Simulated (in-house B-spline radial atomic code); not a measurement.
TDHF excitations of Mg²⁺

Method: TDHF. Computed with a B-spline radial code for spherical atoms: linear response of the closed shell [He] 2s2 2p6 with bare exchange (time-dependent Hartree-Fock); scalar-relativistic (spin-free one-electron X2C), finite nucleus, no spin-orbit coupling, no double excitations, S, P, D and F terms only. Only terms of natural parity with L up to 3 were computed.

Command:
```bash
python run_td.py task.json out
```
Settings (radii: box in bohr, nucleus in fm):
```
Z                        12
electrons                10
configuration            [He] 2s2 2p6
hamiltonian              x2c
method                   hf
box_radius               29.48
rms_radius               3.057
intervals                74
```

Cost of the run: 0.2 s on 1 thread of AMD EPYC 9R45 96-Core Processor (Zen 5), on a shared host.

The lowest states, in the order of their Tamm-Dancoff energies; the method's threshold (minus the highest occupied level) is 81.78 eV. Labels give the largest channel, * marks a mixed state, and oscillator strengths are full-response dipole values. Energies in eV:

```csv
state,full response,Tamm-Dancoff,oscillator strength
2p → 3s 3P,54.04,54.08,-
2p → 3s 1P,?,?,?
2p → 3p 3S,58.69,58.81,-
2p → 3p 3D,59.97,60.02,-
2p → 3p 1D,60.54,60.55,-
2p → 3p 1S,63.19,63.45,-
2p → 3d 3P,67.30,67.30,-
2p → 3d 3F,67.50,67.51,-
2p → 3d 1F,67.66,67.66,-
2p → 3d 1P,68.01,68.04,0.467
2p → 4s 3P,69.22,69.24,-
2p → 4s 1P,69.45,69.46,0.0432
2p → 4p 3S,70.80,70.83,-
2p → 4p 3D,71.17,71.19,-
2p → 4p 1D,71.34,71.35,-
2p → 4p 1S,?,?,-
2p → 4d 3P,73.71,73.71,-
2p → 4d 3F,73.79,73.79,-
2p → 4d 1F,73.87,73.87,-
2p → 4d 1P,74.06,74.07,0.211
2p → 4f 3D,74.10,74.10,-
2p → 4f 1D,74.10,74.10,-
```

Problem. Where does 2p → 3s 1P lie?

Solution. At 54.91 eV in full response, 54.93 eV in Tamm-Dancoff, oscillator strength 0.24.

Problem. Where does 2p → 4p 1S lie?

Solution. At 72.25 eV in full response, 72.35 eV in Tamm-Dancoff.

Problem. How large is the singlet-triplet splitting of 2p → 3s (P terms) in Tamm-Dancoff?

Solution. 0.846 eV, from the unrounded values.

Problem. What polarisabilities and dispersion coefficient does the method give?

Solution. Dipole 0.4699 bohr³, quadrupole 0.5184 bohr⁵, C6 0.5585 hartree·bohr⁶ for two such species.
